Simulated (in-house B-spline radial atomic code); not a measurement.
Radial electron density of the phosphorus ion P²⁺, [Ne] 3s2 3d1. Computed with a radial B-spline atomic code at the basis-set limit: non-relativistic B3LYP, spherical fractional occupations, point nucleus, inside a hard spherical wall at 2.68 bohr.

Caution: exact exchange at fractional occupations of open shells leaves self-interaction of up to several eV.

Columns: r (bohr), 4πr²n(r) (electrons per bohr), bar.

```
 0.00414   0.4184 #
 0.00487   0.5663 #
 0.00572   0.7616 ##
 0.00673    1.023 ###
 0.00791    1.364 ####
  0.0093    1.808 #####
  0.0109    2.367 ######
  0.0128    3.084 ########
  0.0151    4.006 ##########
  0.0178    5.135 #############
  0.0209    6.452 #################
  0.0245    7.962 #####################
  0.0289    9.717 #########################
  0.0339    11.52 ##############################
  0.0399    13.36 ###################################
  0.0469    15.02 #######################################
  0.0551     16.3 ##########################################
  0.0648    17.02 ############################################
  0.0762       17 ############################################
  0.0896    16.21 ##########################################
   0.105    14.81 ######################################
   0.124    13.04 ##################################
   0.146    11.52 ##############################
   0.171    10.75 ############################
   0.201       11 ############################
   0.237    12.28 ################################
   0.278    14.03 ####################################
   0.327    15.53 ########################################
   0.384    15.96 #########################################
   0.452    14.86 ######################################
   0.531    12.38 ################################
   0.625    9.151 ########################
   0.734    6.163 ################
   0.863    4.065 ###########
    1.01    3.105 ########
    1.19    2.908 ########
     1.4    2.898 #######
    1.65    2.508 ######
    1.94    1.597 ####
    2.28   0.5275 #
    2.65 0.003157
```

On this grid the curve has 2 maxima, near 0.0648, 0.384 bohr.

The 3s radial function P(r) = rR(r), positive near the nucleus:

```tsv
r (bohr)	P
0.00133	0.01574
0.00184	0.02161
0.00255	0.02963
0.00352	0.0403
0.00487	0.05462
0.00673	0.07337
0.0093	0.09744
0.0128	0.127
0.0178	0.1631
0.0245	0.2014
0.0339	0.2381
0.0469	0.2614
0.0648	0.2543
0.0896	0.1946
0.124	0.06303
0.171	-0.135
0.237	-0.3565
0.327	-0.4904
0.452	-0.4122
0.625	-0.05923
0.863	0.4649
1.19	0.8918
1.65	0.9141
2.28	0.404
```
